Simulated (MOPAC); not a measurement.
MOPAC input (MNDO):

```
MNDO PRECISE GNORM=0.05 LET XYZ GEO-OK AUX(PRECISION=9) THREADS=1
Cl2Si

Si   -0.01646950 1    0.01731768 1    0.93641135 1
Cl    1.06105131 1    1.22723111 1   -0.38986665 1
Cl   -1.04748819 1   -1.24149273 1   -0.38129564 1
```

From the last part of the output:

```
                                                       MOPAC v23.2.5 Linux

          FINAL HEAT OF FORMATION =        -46.30520 KCAL/MOL =    -193.74095 KJ/MOL

          COSMO AREA              =        112.30 SQUARE ANGSTROMS
          COSMO VOLUME            =        102.01 CUBIC ANGSTROMS

          GRADIENT NORM           =          0.03551          =       0.02050 PER ATOM
          IONIZATION POTENTIAL    =          9.824870 EV
          HOMO LUMO ENERGIES (EV) =         -9.825 -1.024
          NO. OF FILLED LEVELS    =          9
          MOLECULAR WEIGHT        =         98.9915         POINT GROUP:  C2v

          MOLECULAR DIMENSIONS (Angstroms)

            Atom       Atom       Distance
           Cl     3   Cl     2     3.32416
           Cl     2   Si     1     1.26393
           Cl     3   Si     1     0.00000

          SCF CALCULATIONS        =          6

   ATOM   CHEMICAL          X               Y               Z
  NUMBER   SYMBOL      (ANGSTROMS)     (ANGSTROMS)     (ANGSTROMS)

     1      Si         -0.01575787  *   0.01656934  *   0.89594831  *
     2      Cl          1.08591013  *   1.25704017  *  -0.37196193  *
     3      Cl         -1.07298040  *  -1.27063573  *  -0.36318622  *

                             CARTESIAN COORDINATES

   1   Si       -0.015757866     0.016569340     0.895948307
   2   Cl        1.085910126     1.257040175    -0.371961926
   3   Cl       -1.072980396    -1.270635735    -0.363186218

           Empirical Formula: Si Cl2  =     3 atoms

      MOLECULAR POINT GROUP   :   C2v

                  EIGENVALUES
 -25.13093 -24.12002 -18.23524 -14.22422 -13.17486 -13.14868 -12.69873 -12.45248
  -9.82487  -1.02406   0.22746   0.28387

              NET ATOMIC CHARGES AND DIPOLE CONTRIBUTIONS

  ATOM NO.   TYPE          CHARGE      No. of ELECS.   s-Pop       p-Pop
    1         Si           1.156370        2.8436     1.84488     0.99875
    2         Cl          -0.578185        7.5782     1.99007     5.58811
    3         Cl          -0.578185        7.5782     1.99007     5.58811
 DIPOLE           X         Y         Z       TOTAL
 POINT-CHG.    -0.123     0.130     7.018     7.020
 HYBRID         0.050    -0.053    -2.841     2.842
 SUM           -0.073     0.077     4.177     4.179

          ATOMIC ORBITAL ELECTRON POPULATIONS

     Atom    s        px        py        pz
    1 Si   1.84488   0.19336   0.23466   0.57073
    2 Cl   1.99007   1.87059   1.84724   1.87028
    3 Cl   1.99007   1.87785   1.83830   1.87196

 **********************
 *                    *
 * JOB ENDED NORMALLY *
 *                    *
 **********************

 == MOPAC DONE ==
```
